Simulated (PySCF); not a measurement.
[TeO2]2+ (singlet). All numbers come from PySCF, PBE0, basis Te def2-TZVP with ECP28, O def2-TZVP (scalar-relativistic core potentials, no spin–orbit coupling, density fitting).

Harmonic bands of its minimum:

```tsv
ω (cm⁻¹)	IR (km/mol, summed over degenerate members)	degeneracy
67	10.0	2
879	0.0	1
963	5.1	1
```

Q: The central atom is Te. Infer the point group and assign the bands.

A: D∞h. The modes span πu + σg+ + σu+: 67 πu, 879 σg+, 963 σu+. The computed geometry has Te–O 1.739 Å (×2); O–Te–O 180.0°.

This need not be the most stable arrangement of these atoms.
